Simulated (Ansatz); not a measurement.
The cluster Sn₈ was relaxed with PBE-D4 (def2-SVP) in Ansatz in these states: neutral quintet, neutral singlet, neutral triplet. The geometries follow in no particular order.

In the def2 sets Sn takes a core potential; there is no spin–orbit coupling.

A:

```tsv
atom	x (Å)	y (Å)	z (Å)
Sn1	1.392	1.183	-1.590
Sn2	-1.205	-0.512	-0.646
Sn3	-2.037	0.757	1.976
Sn4	-0.412	-1.830	2.032
Sn5	1.000	0.920	1.473
Sn6	0.503	-1.440	-2.857
Sn7	-1.031	2.549	-0.283
Sn8	1.791	-1.627	-0.105
```

B:

```xyz
8

Sn    0.712    1.987    1.539
Sn    0.841   -1.283   -0.330
Sn   -0.809   -0.587   -2.723
Sn   -2.050   -2.021   -0.343
Sn   -1.743    1.088   -0.279
Sn    2.728   -0.087    1.430
Sn    1.153    1.571   -1.514
Sn   -0.832   -0.667    2.219
```

C:

Cartesian coordinates in Å:
```
Sn -0.202 1.841 2.181
Sn -0.360 -0.265 -2.075
Sn -0.825 -2.720 -0.341
Sn 2.141 -1.619 -0.995
Sn 0.766 -1.076 1.662
Sn -1.114 2.499 -0.846
Sn -2.035 -0.009 0.610
Sn 1.628 1.350 -0.197
```

**Question.** Judge from the bond lengths which geometry belongs to which state (an estimate).

**Answer.** A is the neutral triplet (Sn1–Sn6 3.046 Å, Sn2–Sn6 2.944 Å, Sn3–Sn4 3.055 Å); B is the neutral singlet (Sn1–Sn6 2.894 Å, Sn2–Sn6 2.845 Å, Sn3–Sn4 3.043 Å); C is the neutral quintet (Sn1–Sn6 3.229 Å, Sn2–Sn6 3.117 Å, Sn3–Sn4 3.231 Å).

At PBE0-D4/def2-SVP a singlet lies 0.24 eV below the neutral triplet. At PBE0-D4/def2-SVP a singlet lies 1.13 eV below the neutral quintet. These are the stationary points nearest to one start from a short search; other shapes may lie lower in each state.
